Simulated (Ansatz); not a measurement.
BrFZn, SMILES `[F][Zn][Br]` from Hartree–Fock to CCSD(T)

Cartesian coordinates in Å:
```
F -0.140 1.334 1.344
Zn -0.012 0.110 0.110
Br 0.152 -1.443 -1.454
```

The species carries charge 0 and has multiplicity 1. For Zn the d shell is correlated and the shells below it are frozen. Correlated methods include outer-core shells of Br, which these sets cover unevenly. Scalar relativity is left out up to krypton. Geometry: relaxed with PBE0-D4/def2-TZVP. Frozen core, restricted reference, the Gaussian-basis code of Ansatz.

```csv
basis,HF (Eh),MP2 corr.
def2-SVP,-4449.10963,-0.71141
def2-TZVPP,-4449.80157,-1.02008
def2-QZVPP,-4449.90015,-1.40029
```

**Question.** Estimate the CCSD correlation energy and the (T) correction in each basis where they were run (hartree).

**Answer.** 
```csv
basis,CCSD corr.,(T)
def2-SVP,-0.69278,-0.01409
def2-TZVPP,-0.97702,-0.02951
```
